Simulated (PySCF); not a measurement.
## Working out the excitation energy of N⁺

N⁺ [He] 2s2 2p2 (3P) → N⁺ [He] 2s1 2p3 (5S). Calculation: PySCF 2.14, in aug-cc-pCVTZ-DK (7s6p4d2f, 59 functions); the spin-free X2C one-electron Hamiltonian (Gaussian nucleus). Frozen: nothing. Energies in hartree (1 hartree = 27.21139 eV):

```tsv
part	N⁺ (lower)	N⁺ (upper)
UHF	-53.920058	-53.771533
MP2 opposite-spin	-0.104856	-0.044407
MP2 same-spin	-0.017699	-0.032758
```

Task: What does Hartree-Fock give?

Result: (-53.771533) − (-53.920058) = 0.148525 hartree = 4.042 eV.

Task: What do MP2 and SCS-MP2 (6/5 opposite-spin, 1/3 same-spin) give?

Result: The opposite-spin parts differ by 1.645 eV and the same-spin parts by -0.410 eV. MP2: 4.042 + (1.645) + (-0.410) = 5.277 eV. SCS-MP2: 4.042 + 1.2 × (1.645) + (-0.410)/3 = 5.879 eV.

Measured between the centres of the two terms (NIST): 5.790 eV, so MP2 (valence and next inner shell) is off by -0.513 eV.

What remains against the reference includes basis incompleteness and correlation beyond second order.
